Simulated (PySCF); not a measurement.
C5H8NO, SMILES C1C[CH]N(C)C1=O, multiplicity 2.

Geometry optimised at PBE-D3(BJ)/def2-SVP. The isomer is the one that the SMILES or the coordinates give; other isomers of the formula were not compared. One conformer was computed; it need not be the lowest.

The numbers are results of TDA-PBE/def2-SVPD in PySCF, not measurements.

Vertical excitations. Gas-phase values at a fixed geometry.

Computed excitation energies, oscillator strengths and character:
```
state   energy (eV)  λ (nm)      f                              main pairs
------  -----------  ------  -----  --------------------------------------
root 1         3.21     386  0.041                        α HOMO→LUMO 93 %
root 2         3.50     355  0.006                     α HOMO→LUMO+1 100 %
root 3         3.59     346  0.000                        β HOMO→LUMO 99 %
root 4         3.98     312  0.006                     α HOMO→LUMO+2 100 %
root 5         4.33     287  0.000                     α HOMO→LUMO+3 100 %
root 6         4.87     255  0.031  α HOMO→LUMO+4 84 %, β HOMO−1→LUMO 14 %
```
Unrestricted roots are not spin-pure.
